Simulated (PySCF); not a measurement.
This script is equivalent to a calculation on I(3+) (iodine, charge +3).

```python
from pyscf import gto, scf, dft, mp, cc
import basis_set_exchange as bse
txt = bse.get_basis("aug-cc-pVQZ-PP", elements=["I"], fmt="nwchem", header=False)
cut = txt.index("\nECP")
mol = gto.M(atom="I 0 0 0", charge=3, spin=2, symmetry="D2h",
            basis=gto.basis.parse(txt[:cut]),
            ecp={"I": gto.basis.parse_ecp(txt[cut:])})
mf = dft.UKS(mol, xc="PBE")
mf.irrep_nelec = {'Ag': (4, 4), 'B1g': (1, 1), 'B2g': (1, 1), 'B3g': (1, 1), 'B1u': (2, 1), 'B2u': (2, 1), 'B3u': (1, 1)}
mf.kernel()
```

Question: What total energy does it give?

Answer: -293.485 hartree (calculated).

Question: Which occupied shell lies highest, and where?

Answer: 5p α, at -35.026 eV.

Question: What is ⟨S²⟩, and what would a pure spin state give?

Answer: 2.001, against 2.00.

Energies and moments cover only the electrons outside the core potential.
